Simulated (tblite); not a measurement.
C₂H₃O (SMILES [CH2-]C=O), charge -1, singlet, geometry from GFN2-xTB; GFN1-xTB in tblite 0.6.0.

Here is a job for tblite.
```
$ tblite run mol.xyz --method gfn1 --charge -1 --spin 0 --grad --json tblite.json --no-restart

# file mol.xyz
6

O      1.14119970     0.27275617    -0.37828883
C      0.01399973     0.30902939     0.19007090
H     -0.19132679     1.20747699     0.86167798
C     -1.01879722    -0.56413534     0.13347947
H     -1.93523585    -0.39299447     0.68579554
H     -0.97425000    -1.46589618    -0.46246509
```

What the program printed (banner, timings and long lists left out):

```
xTB calculator
 | screened Coulomb repulsion
 | Coulomb electrostatics
 |  * isotropic Klopman-Ohno-Mataga-Nishimoto electrostatics
 |  * onsite third-order electrostatics
 | DFT-D3(BJ) dispersion correction

halogen bonding energy    0.0000000000000E+00 Eh
repulsion energy          1.1274560744664E-01 Eh
dispersion energy        -1.0688864461404E-03 Eh
number of electrons       1.8000000000000E+01 e
integral cutoff           1.9731147476801E+01 bohr

------------------------------------------------------------
  cycle        total energy    energy error   density error
------------------------------------------------------------
      1     -10.56419063387  -1.0675867E+01   7.1655458E-01
      2     -10.71391069996  -1.4972007E-01   4.0244549E-01
      3     -10.71303494950   8.7575046E-04   1.4540173E-01
      4     -10.71180150035   1.2334492E-03   9.1824328E-02
      5     -10.72238220683  -1.0580706E-02   4.2042423E-03
      6     -10.72235768400   2.4522832E-05   4.8090288E-03
      7     -10.72238783753  -3.0153531E-05   5.9512616E-04
      8     -10.72238816628  -3.2874998E-07   7.8833037E-05
      9     -10.72238814281   2.3471941E-08   1.5170980E-04
     10     -10.72238816545  -2.2640947E-08   5.5094545E-05
     11     -10.72238816848  -3.0273544E-09   1.7825913E-05
------------------------------------------------------------

electronic energy        -1.0834064889478E+01 Eh
total energy             -1.0722388168477E+01 Eh

Post processing:
 | Mayer-Wiberg bond orders

[Info] Tight-binding results written to 'tblite.txt'
[Info] JSON dump of results written to 'tblite.json'
```
